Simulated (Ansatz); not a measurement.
An input meant for Hf₃⁺ (charge 1, doublet; atoms displaced at random, 0.08 Å in each coordinate; with a point charge).

```yaml
crystal:
  periodic: [false, false, false]
  atoms:
    - {symbol: Hf, position_ang: [-1.582665, 0.435520, -0.522084]}
    - {symbol: Hf, position_ang: [0.538932, -1.615734, -0.035071]}
    - {symbol: Hf, position_ang: [0.916549, 1.109242, 0.516502]}
basis:
  gaussian: {orbitals: def2-TZVP, fitting: {mean_field: cc-pVTZ-jkfit}, point_charges: [{charge: 0.50, position_ang: [4.206, 0.481, 0.320]}]}
total_charge: 1
magnetization: {spin_polarized: true, initial_magnetization: 1}
hamiltonian: {xc: {name: HF}}
correlation: {method: mp2, frozen_orbitals: {Hf: 0}}
scf: {lower_state_search: light}
```

```sh
$ ansatz run in.yaml --threads 4 --pin off --events-out ev --progress --plain --max-ram 3916MiB
```

It prints (some lines left out):

```
Functional definition: HF
  name "HF"
  cite "Fock, Z. Phys. 61, 126 (1930) doi:10.1007/BF01340294"
  parent pbe
  exchange = exact_x
  correlation = 0
Error: [file] the basis set cc-pVTZ-JKFIT has no functions for Hf
```

In the def2 sets Hf takes a core potential; there is no spin–orbit coupling.
